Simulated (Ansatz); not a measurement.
Reaction (ligand exchange at the In–O bond): `[SiH3][O][In]([Cl])[Cl]` + HBr → `[Cl][In]([Cl])[Br]` + silanol

Isolated molecules relaxed with PBE0-D4/def2-TZVP in Ansatz; ΔE leaves out vibrations. CBS: MP2 limit from def2 TZ/QZ plus the TZ coupled-cluster correction, frozen cores. DFT in def2-TZVPP. def2 core potentials past Kr. For Br, In outer-core shells are correlated without core-valence functions, which leaves a few kJ/mol of doubt a bond. Scalar relativity is left out up to krypton. Each species was taken in one conformer, which may not be the lowest.

`[SiH3][O][In]([Cl])[Cl]`:

Cartesian coordinates in Å:
```
Si -0.958 0.840 -0.843
O -0.176 -0.548 -0.462
In 1.099 -1.135 0.892
Cl 1.838 0.348 2.482
Cl 1.809 -3.310 0.833
H -0.533 1.958 0.045
H -2.424 0.642 -0.695
H -0.655 1.205 -2.252
```

HBr:

Cartesian coordinates in Å:
```
Br 0.169 0.236 0.648
H -0.169 -0.236 -0.648
```

`[Cl][In]([Cl])[Br]`:

```xyz
4

Cl    0.869    2.072   -0.527
In    0.011    0.004   -0.020
Cl    0.245   -1.694   -1.548
Br   -1.125   -0.381    2.094
```

`O[SiH3]`:

Z-matrix (Å, degrees):
```
Si
O 1 1.648
H 1 1.489 2 111.7
H 1 1.489 2 111.7 3 120.9
H 1 1.481 2 105.9 3 -119.6
H 2 0.957 1 117.9 3 -60.5
```

CCSD(T)/CBS gives -86.6 kJ/mol.

(1) Another level gave -84.0 kJ/mol. Which?
A. CCSD(T)/def2-TZVPP
B. PBE/def2-TZVPP
C. BLYP/def2-TZVPP
D. r2SCAN0/def2-TZVPP

Largest T1 diagnostic among the species: 0.014.

Answers

(1) A. CCSD(T)/def2-TZVPP -84.0, r2SCAN0 -99.0, BLYP -90.1, PBE -94.4 kJ/mol.

Leaving LDA and LC-ωPBE aside and taking each functional with its dispersion term where it has one, the values, not all of them listed here, spread over 11.8 kJ/mol, from HSE06-D4 to BLYP-D4. From r2SCAN to r2SCAN0 (25 % exact exchange), in def2-TZVPP and without D4, ΔE moves by −5.5 kJ/mol.
